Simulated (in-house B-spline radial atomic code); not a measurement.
Ionising Cl4+ with different functionals

Computed with an all-electron radial atomic-structure program (B-spline basis): scalar-relativistic (spin-free X2C) Hamiltonian, Fermi nucleus of rms radius 3.3654 fm, spin-polarised at highest spin, spherical fractional occupations for the functionals, the average over the highest-spin determinants for Hartree-Fock. The ionisation energy is the difference of two self-consistent energies, [Ne] 3s2 3p1 → [Ne] 3s2, without Breit or QED terms; ε is the level of the shell that loses the electron (its least bound occupied spin orbital).

Hybrids are left out here: with spherical fractional occupations of an open shell their exact exchange keeps a self-interaction that integer-occupation calculations don't have.

```
           method          rung  ΔSCF (eV)  -ε(3p) (eV)
     Hartree-Fock  Hartree-Fock      66.74        66.99
         LDA VWN5           LDA      67.69        60.41
         LDA PW92           LDA      67.68        60.40
LDA exchange-only           LDA      66.27        59.09
              PBE           GGA      67.54        60.36
           PBEsol           GGA          ?            ?
             BLYP           GGA      67.52        60.25
             RPBE           GGA      67.48        60.33
             PW91           GGA      67.66        60.45
             BP86           GGA      67.66        60.44
             AM05           GGA      67.47        60.28
             OLYP           GGA      67.52        60.44
             TPSS      meta-GGA      67.51        60.42
             SCAN      meta-GGA      67.37        60.44
           r2SCAN      meta-GGA          ?            ?
          revTPSS      meta-GGA      67.43        60.35
```

Task: What does PBEsol give?

Result: ΔSCF 67.49 eV, and -ε(3p) = 60.30 eV.

Task: What does r2SCAN give?

Result: ΔSCF 67.33 eV, and -ε(3p) = 60.40 eV.

Task: How do they compare with the NIST value?

Result: NIST lists 67.7 eV ± 0.1 (semi-empirical, ground level to ground level). Errors run from -1.41 to +0.01 eV; LDA PW92 is closest (+0.00 eV), though others lie within the uncertainty of it, and part of that can be cancellation, since the calculations leave out spin-orbit coupling, Breit-QED terms, multiplet and fine-structure energies. Hartree-Fock also lacks correlation.
